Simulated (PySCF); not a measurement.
Compound: C7H12P (charge +1).
Atom-mapped SMILES: `[CH2:1]=[CH:2][C:3]1=[C:4]([CH3:5])[PH2+:6][CH2:7][CH2:8]1` (hydrogens: H9, H10 on C1; H11 on C2; H12, H13, H14 on C5; H15, H16 on P6; H17, H18 on C7; H19, H20 on C8)

All values: CAM-B3LYP/def2-SVPD (PySCF, non-relativistic), on one gas-phase PBE0-D3(BJ)/def2-SVP geometry that isn't relaxed in the solvent. The solvent is an IEF-PCM continuum (van der Waals radii × 1.2), and excitations are vertical TDDFT with non-equilibrium linear response and a frozen core. The model holds no explicit solvent molecules, cavitation or dispersion.

Gas-phase singlets (H = HOMO, L = LUMO):

```tsv
state	E (eV)	λ (nm)	f	leading configurations
S1	5.173	240	0.619	H→L 97%
S2	5.935	209	0.004	H→L+1 90%
S3	6.325	196	0.003	H→L+2 90%
S4	6.689	185	0.008	H-1→L 70%, H-2→L 25%
S5	6.729	184	0.004	H-2→L 70%, H-1→L 25%
```

How does the list change in acetonitrile (ε = 35.69)?

```tsv
state	E (eV)	λ (nm)	f	leading configurations	change by rank (eV)
S1	5.110	243	0.765	H→L 98%	-0.063
S2	6.486	191	0.002	H→L+1 86%	+0.551
S3	6.706	185	0.015	H→L+2 68%, H-1→L 14%	+0.381
S4	6.710	185	0.016	H-1→L 80%, H→L+2 15%	+0.021
S5	6.774	183	0.001	H-2→L 86%	+0.045
```

The ground-state energy changes by -2.323 eV from gas to acetonitrile. By how much does the total energy of gas-phase S1 change?

E(S1) = E(S0) + excitation energy, so it changes by -2.323 − 0.063 = -2.386 eV: it is lowered more than the ground state, which is what a red shift means. This is the vertical state, with the slow part of the continuum still set for S0.

How do the frontier levels move from gas to acetonitrile?

| orbital | gas (eV) | solvent (eV) | change (eV) | Löwdin shares, gas | Löwdin shares, solvent |
| --- | --- | --- | --- | --- | --- |
| LUMO+2 | -3.25 | 0.99 | +4.24 | P6 33 %, H16 16 %, H15 12 %, C7 10 % | P6 27 %, C7 13 %, H16 12 %, H15 10 % |
| LUMO+1 | -3.43 | 0.94 | +4.37 | P6 38 %, H16 12 %, C7 12 %, H15 12 % | P6 30 %, H16 11 %, H15 10 %, C5 9 % |
| LUMO | -4.67 | -0.81 | +3.86 | C3 22 %, C1 20 %, C4 16 %, P6 11 % | C1 21 %, C3 19 %, C4 18 %, C2 13 % |
| HOMO | -12.29 | -8.51 | +3.78 | C1 23 %, C4 22 %, C2 20 %, C3 13 % | C4 24 %, C1 20 %, C2 16 %, C3 16 % |
| HOMO-1 | -14.35 | -10.53 | +3.82 | C2 22 %, C3 18 %, C1 13 %, C4 11 % | C2 24 %, C1 16 %, C3 14 %, C8 11 % |
| HOMO-2 | -15.16 | -11.38 | +3.78 | C2 18 %, C1 17 %, C3 11 %, H11 9 % | C2 16 %, C1 13 %, C3 12 %, C5 9 % |
| HOMO-3 | -15.77 | -11.72 | +4.05 | C5 17 %, P6 12 %, C7 11 %, C4 10 % | C7 16 %, P6 15 %, C8 12 %, C5 11 % |

The HOMO–LUMO gap goes from 7.63 to 7.70 eV.

The run took 70 s wall on an Arm Neoverse V2 with one thread, shared host with 96 logical CPUs at a one-minute load of 87, and the process peaked at 1.5 GiB of memory. This is the whole response run at CAM-B3LYP/def2-SVPD in acetonitrile, SCF included.
